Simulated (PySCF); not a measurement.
A made-up structure of CH3AlSe, closed shell:

```
6
angstrom
C -0.2363 -0.0827 -0.7730
Al 0.2492 0.4307 1.0071
Se 0.4953 -1.6863 0.3116
H 1.1902 -2.9571 0.7386
H 0.4010 0.1015 -1.6338
H 0.3922 1.4980 2.1477
```

It is relaxed with PBE-D4/def2-SVP and then PBE0-D4/def2-TZVP (PySCF 2.14 with density fitting (its default auxiliary sets; JK sets also for MP2 and CCSD(T))). Atoms count as bonded within 1.22 times the sum of their covalent radii (H–H: 0.88 Å). The end point is not checked to be a true minimum.

Problem. Does its bonding change? (Judge from chemistry; the calculation decides.)

Solution. The calculation gives: No: no bond forms or breaks.

Where it ends: The first stage lowers the energy by 2.40 eV in 21 steps. It ends as CH₃AlSe ([CH]1[AlH][SeH]1):
C1  (0.243, -0.104, -0.620)
Al2  (0.063, 0.440, 1.058)
Se3  (0.269, -1.870, 0.219)
H4  (1.724, -2.197, 0.389)
H5  (0.311, -0.079, -1.696)
H6  (-0.118, 1.147, 2.443)
(Å)

Labels in which every atom is bracketed show which atoms are joined, not bond orders.

For scale, one of the runs: PBE0-D4/def2-TZVP relaxation, 134 basis functions, launched by `OMP_NUM_THREADS=2 python run.py`. Hardware: 2 CPU threads of an Intel Xeon Platinum 8124M, shared host. Wall time 92 s; peak host memory 1.2 GiB.
